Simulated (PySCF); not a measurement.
# What a mistake does to a calculation on BH3Si

All numbers below are calculated, not measured. They come from PySCF 2.14.0, an open-source quantum chemistry program, on an isolated molecule that a program drew, which may never have been made. The molecule is BH3Si (charge 0, singlet), drawn as the SMILES string `B[SiH]`.

Each row is a Hartree-Fock (HF) and frozen-core CCSD(T) single point in the cc-pV(D+d)Z basis, meant for a local HF minimum. Run 1 is clean. Each other run has one planted mistake out of seven kinds, and not every kind appears here: one electron removed, one electron added, multiplicity raised by two, geometry at a saddle point, minimal basis STO-3G, one bond length entered in bohr, all coordinates scaled. The reference is restricted for singlets and unrestricted otherwise, and also for a bond in bohr. Adding or removing an electron swaps singlet and doublet. Electrons count all cores. HOMO and LUMO are orbital energies over both spins, the gradient is its largest component, and the lowest frequency (negative if imaginary) is given only where the gradient is small. Bond lengths are over the 4 bonds as drawn. T1 is the CCSD diagnostic: over 0.02 (restricted) or 0.045 (unrestricted) a single reference is doubtful.

Geometry of the clean run:
```xyz
5
BH3Si, angstrom
B     0.6296    0.6335    2.5463
Si   -1.0001    1.2201    1.5238
H     1.6553    0.3452    1.9853
H     0.6177    0.5297    3.7458
H    -0.5646    2.6734    1.6268
```

```
run,electrons,basis functions,<S^2>,HOMO (eV),LUMO (eV),gradient (hartree/bohr),lowest frequency (cm^-1),mean bond (Å),longest bond (Å),T1,HF (hartree),CCSD(T) (hartree),mistake
1,22,52,0.000,-8.77,0.55,3.8e-05,384,1.4850,2.011,0.0187,-315.26860,-315.48196,no fault
2,23,52,0.770,-0.86,7.15,1.2e-02,-,1.4850,2.011,0.0284,-315.27325,-315.49910,one electron added
3,22,52,2.024,-7.99,0.12,2.8e-02,-,1.4850,2.011,0.0221,-315.24493,-315.43588,multiplicity raised by two
4,22,17,0.000,-5.98,6.05,2.7e-02,-,1.4850,2.011,0.0166,-311.60734,-311.70366,minimal basis STO-3G
5,22,52,0.000,-8.74,0.64,2.3e-02,-,1.4330,1.941,0.0191,-315.26463,-315.47752,?
6,22,52,1.048,-9.27,0.58,2.0e-02,-,1.7528,2.275,0.0967,-315.16179,-315.36774,?
```

**Which mistake was planted in run 5, and what did it cost?**

The mean and the longest bond both change by the same factor, 0.965, and the gradient is no longer small. So the mistake is: all coordinates scaled. Subtracting run 1 and multiplying by 627.51 kcal/mol a hartree, the energy moved by 2.5 kcal/mol in HF and 2.8 kcal/mol in CCSD(T).

**Which mistake was planted in run 6, and what did it cost?**

The mean bond changes by a factor of 1.180 and the longest by 1.131, so the molecule wasn't scaled as a whole. A length L in bohr read as angstrom grows by (1/0.5292 - 1) L = 0.890 L. The 4 bonds together grew by 4 x 0.2678 = 1.071 Å, which gives L = 1.204 Å. That is the length of one of the B-H bonds, 1.204 Å in the clean geometry. So the mistake is: one bond length entered in bohr. Subtracting run 1 and multiplying by 627.51 kcal/mol a hartree, the energy moved by 67.0 kcal/mol in HF and 71.7 kcal/mol in CCSD(T).

Cautions from the logs. Run 6: T1 is over the limit, so its CCSD(T) energy is less reliable.
